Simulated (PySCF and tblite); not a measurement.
The numbers below are computed, except where a source is named.
System: 3-chlorothiophene-2-carboxylic acid, C5H3ClO2S, numbered as in [O:1]=[C:2]([OH:3])[c:4]1[s:5][cH:6][cH:7][c:8]1[Cl:9].

Geometries: GFN2-xTB; energies: PBE0/pcSseg-1 + D3(BJ); zero-point and thermal terms from GFN2-xTB harmonic modes (soft modes blended into free rotors). Rates follow Eyring's equation with the number of equivalent paths and no tunnelling. Run with tblite and PySCF.

Estimate the barrier and the room-temperature rate of the rotation about the C4–C2 bond (torsion S5–C4–C2–O1 from 180° to 360°, rising).

The electronic barrier is 7.2 kcal/mol and ΔG‡(298 K) 7.5 kcal/mol, over a C1 saddle with an imaginary mode of 61i cm⁻¹ (GFN2-xTB). With 2 equivalent paths, k is 4×10⁷ s⁻¹, a mean lifetime of the start of 25 ns against this motion. The end lies 0.2 kcal/mol above the start in free energy.
